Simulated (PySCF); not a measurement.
Compound: C₆H₁₃NSi₂.
Bonds: Si1–C2, C2–C3 (triple), C3–Si4, Si4–N5, N5–C6, C6–C7, C7–C8, C8–C9, N5–C9. Hydrogens: H10, H11, H12 on Si1; H13, H14 on Si4; H15, H16 on C6; H17, H18 on C7; H19, H20 on C8; H21, H22 on C9.

Computed, not measured: PySCF 2.14.0, PBE0-D3(BJ)/def2-SVP geometry optimisation, gas phase.

Q: What internal coordinates does the optimisation give?

A: 
```csv
bond,length (pm)
Si1–C2,183.3
C2≡C3,122.6
C3–Si4,185.1
Si4–N5,172.3
"N5–C6, N5–C9",145.0
"C6–C7, C8–C9",153.6
C7–C8,154.4
"Si1–H10, Si1–H11, Si1–H12",149.2
"Si4–H13, Si4–H14",149.1
C6–H15 and 3 like bonds,110.6
C7–H17 and 3 like bonds,110.0
```

Bonds in one row agree within 1 pm and their mean is given. A selection of angles:
```csv
angle,degrees
C2–Si1–H10,109.7
H10–Si1–H11,109.3
Si1–C2–C3,179.8
C2–C3–Si4,177.5
C3–Si4–N5,113.7
C3–Si4–H13,107.2
N5–Si4–H13,108.4
H13–Si4–H14,112.0
Si4–N5–C6,124.7
C6–N5–C9,106.5
N5–C6–C7,103.6
N5–C6–H15,111.1
C7–C6–H15,113.2
C7–C6–H16,110.1
H15–C6–H16,107.2
C6–C7–C8,104.6
C6–C7–H17,110.0
C6–C7–H18,111.7
C8–C7–H17,110.4
C8–C7–H18,112.8
H17–C7–H18,107.3
C7–C8–H20,110.6
```

Dihedral angles: C3–Si4–N5–C6 -77° (synclinal); Si4–N5–C6–C7 -161° (antiperiplanar); N5–C6–C7–C8 -25° (synperiplanar); C6–C7–C8–C9 2° (synperiplanar); C7–C8–C9–N5 22° (synperiplanar); Si4–N5–C9–C8 162° (antiperiplanar). The mirror-image conformer, all signs reversed, is as good.

N5 (silicon-bound nitrogen) is almost planar (angles 124.8°, 124.7° and 106.5°, sum 356.1°, 0.17 Å off the plane of its three neighbours). Si4 (SiH2 silicon) is distorted tetrahedral (angles from 107.2° to 113.7°). Si1 (SiH3 silicon) is tetrahedral (angles from 109.3° to 109.8°). The C–C distances run from 1.226 Å (C2≡C3, drawn triple) to 1.544 Å (C7–C8, drawn single), a spread of 0.318 Å. The 5-membered ring N5–C6–C7–C8–C9 has internal angles of 103.6° to 106.5°; it is puckered, 0.17 Å rms from its mean plane, widest ring torsion 41°.

Stationary, but not proved a minimum. The numbers are those of one conformer.
